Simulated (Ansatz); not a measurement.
# A barrier at the coupled-cluster level

Start structure (GeH5BrO2, singlet), relaxed at PBE0-D4/def2-TZVP:

```
9
angstrom
Ge -0.9818 -1.2165 0.0152
Br 1.2804 -1.6047 0.4223
H -1.6025 -2.6149 -0.0885
H -1.5279 -0.4482 1.2175
H -1.0730 -0.4485 -1.3003
H 1.6945 0.6988 -0.4687
O 1.4442 1.6141 -0.6788
O 0.2377 1.7442 0.0649
H 0.5284 2.2757 0.8162
```

The step: GeH₃Br ([GeH3][Br]) + H₂O₂ ([OH][OH]) → GeH₄O₂ ([OH][O][GeH3]) + HBr; bonds formed: Ge1–O7, Br2–H6; bonds broken: Ge1–Br2, H6–O7. Computed with Ansatz 0.2.0 (basis: def2-TZVPP and def2-QZVPP); correlated methods freeze the cores. Filled d shells of the heavier atoms are correlated. The def2 sets are not built for correlating such inner shells, so the correlated values are less sure here. Extrapolation: Hartree–Fock as exp(−7.88 √X), correlation as X^−2.97. Energies below are by CCSD(T) at an estimated basis limit (MP2 extrapolated from triple and quadruple zeta, plus CCSD(T) − MP2 in triple zeta).

What are the electronic barrier and the energy of the step, from the start structure to the end structure? (Judge from chemistry; the value comes from the calculation.)

The calculation gives: Barrier 27.63 kcal/mol; step energy 13.84 kcal/mol (uphill); reverse barrier, their difference, 13.79 kcal/mol. Barrier and step energy count from the start structure, the reverse barrier from the end structure.

The saddle point: One imaginary mode of 117i cm⁻¹.
| pair | start (Å) | saddle (Å) | end (Å) |
| --- | --- | --- | --- |
| Ge1–O7 | 3.79 | 2.04 | 1.83 |
| Br2–H6 | 2.50 | 1.99 | 1.45 |
| Ge1–Br2 | 2.33 | 2.81 | 4.29 |
| H6–O7 | 0.97 | 1.03 | 1.78 |

Zero-point energy (harmonic, PBE0-D4): ZPE is 33.12 kcal/mol at the start and 32.50 kcal/mol at the saddle, so the barrier goes from 27.63 to 27.02 kcal/mol.

No T1 diagnostic of these runs exceeds 0.012.

Labels in which every atom is bracketed show which atoms are joined, not bond orders.

For scale, one of the runs: CCSD(T)/def2-TZVPP, 228 basis functions (an equivalent command: `ansatz run in.yaml --threads 8`). Time: 2.3 min of wall clock on 8 CPU threads; the host was shared. Peak host memory: 4.2 GiB.
